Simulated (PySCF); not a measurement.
Electronic structure of Mn (manganese, neutral) at the UHF level

Configuration: [Ar] 3d5 4s1 4p1, high-spin 8P determinant (an excited configuration). Computed with PySCF 2.14 in aug-cc-pwCVTZ, with no relativity, point nucleus.

```json
{"Total energy": "-1149.829183 hartree", "One-electron energy": "-1584.3548 hartree", "Hartree (Coulomb) energy": "485.5881 hartree", "Exchange energy": "-51.0625 hartree", "Kinetic energy": "1149.84439 hartree", "⟨S²⟩": "15.7504", "⟨L²⟩": "2.033", "Sum of ⟨r⟩": "22.25 bohr", "Sum of ⟨r²⟩": "47.12 bohr²", "Traceless quadrupole moment −½Σ⟨3z² − r²⟩ along its main axis": "-8.61 e·bohr²", "Density at the nucleus (Gaussians lack the cusp)": "10500 bohr⁻³", "Spin density at the nucleus": "2.97 bohr⁻³", "Langevin diamagnetic susceptibility": "-37.3 ×10⁻⁶ cm³/mol"}
```

| shell | electrons | mean orbital energy (hartree) | spread (hartree) | rms radius, mean of both spins (bohr) |
| --- | --- | --- | --- | --- |
| 1s α | 1 | -240.57365 | 0 | 0.0713 |
| 1s β | 1 | -240.57113 | 0 | 0.0713 |
| 2s α | 1 | -29.21698 | 0 | 0.305 |
| 2s β | 1 | -29.08023 | 0 | 0.305 |
| 2p α | 3 | -24.91843 | 0.00101 | 0.274 |
| 2p β | 3 | -24.78731 | 0.00256 | 0.274 |
| 3s α | 1 | -4.06241 | 0 | 0.924 |
| 3s β | 1 | -3.64236 | 0 | 0.924 |
| 3p α | 3 | -2.76860 | 0.00143 | 0.990 |
| 3p β | 3 | -2.26671 | 0.01031 | 0.990 |
| 3d α | 5 | -0.67955 | 0.00692 | 1.29 |
| 4s α | 1 | -0.34900 | 0 | 3.38 |
| 4p α | 1 | -0.18698 | 0 | 4.38 |

Spin-orbit constants ζ (cm⁻¹) from the X2C one-electron operator on these orbitals (non-relativistic here): bare nucleus, nucleus screened by l(l+1)(2l+1)/3 electrons, and screened by the Breit-Pauli mean field of the electrons.

```
shell   bare  screened nucleus  mean field
   2p  57090             52520         n/a
   3p   6783              6240         n/a
   3d  602.6             361.6         n/a
   4p  236.1             217.3         n/a
```

To first order the Landé constant is A = 31.04 cm⁻¹, so the lowest level has J = 5/2 and lies 0.0173 eV below the centre of the term. This holds in LS coupling only.
